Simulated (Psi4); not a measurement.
Psi4 input (wB97X-D/6-31G*):

```
memory 1500 MB

molecule {
1 2
C    -2.03547556    0.94955622    0.71038592
C    -0.90105500   -0.06931218    0.59700011
C    -1.40801579   -1.36764907   -0.03507420
C     0.27823015    0.53577642   -0.17267887
C     1.51620223   -0.33898805   -0.21774298
O     2.56000232    0.41141247   -0.83792778
H    -2.41792305    1.21308519   -0.27958611
H    -1.69666404    1.86910913    1.19169335
H    -2.86817573    0.55016869    1.29295441
H    -0.55537761   -0.30021669    1.61213747
H    -2.27217484   -1.75345977    0.50955945
H    -1.71679935   -1.19598663   -1.07023674
H    -0.64668718   -2.14879443   -0.03953189
H    -0.03040691    0.76416450   -1.19804411
H     0.56082980    1.48654128    0.28768705
H     1.80252784   -0.62818616    0.80260964
H     1.32152264   -1.25712694   -0.78288409
H     3.33999389   -0.14689819   -0.91427607
symmetry c1
no_reorient
no_com
}

set {
  basis 6-31G*
  reference uks
  scf_type pk
  dft_radial_points 99
  dft_spherical_points 590
  e_convergence 1e-8
  d_convergence 1e-7
  maxiter 150
}

e = energy('wb97x-d')
print_out(f'\nFINAL {e:.10f} DIPOLE {variable("CURRENT DIPOLE")[0]:.6f} {variable("CURRENT DIPOLE")[1]:.6f} {variable("CURRENT DIPOLE")[2]:.6f}\n')
```

From the output:

```
  HONO-1 :   24  A 1.9989651
  HONO-0 :   25  A 1.0000000
  LUNO+0 :   26  A 0.0010349
  LUNO+1 :   27  A 0.0002982
  LUNO+2 :   28  A 0.0001881
  LUNO+3 :   29  A 0.0001525

Computation Completed

Properties will be evaluated at   0.000000,   0.000000,   0.000000 [a0]

Properties computed using the SCF density matrix

 Multipole Moments:

 ------------------------------------------------------------------------------------
     Multipole            Electronic (a.u.)      Nuclear  (a.u.)        Total (a.u.)
 ------------------------------------------------------------------------------------

 L = 1.  Multiply by 2.5417464519 to convert [e a0] to [Debye]
 Dipole X            :          2.6608928            0.0000004            2.6608931
 Dipole Y            :         -0.6443381           -0.0000004           -0.6443385
 Dipole Z            :         -0.4323964            0.0000000           -0.4323964
 Magnitude           :                                                    2.7717307

 ------------------------------------------------------------------------------------

FINAL -272.5193512854 DIPOLE 2.660893 -0.644339 -0.432396

*** Psi4 exiting successfully. Buy a developer a beer!
```

The dipole moment of an ion depends on the origin.

The geometry given is a B3LYP-D3(BJ)/def2-TZVP minimum of the species of charge 0 and multiplicity 1, not of this state.
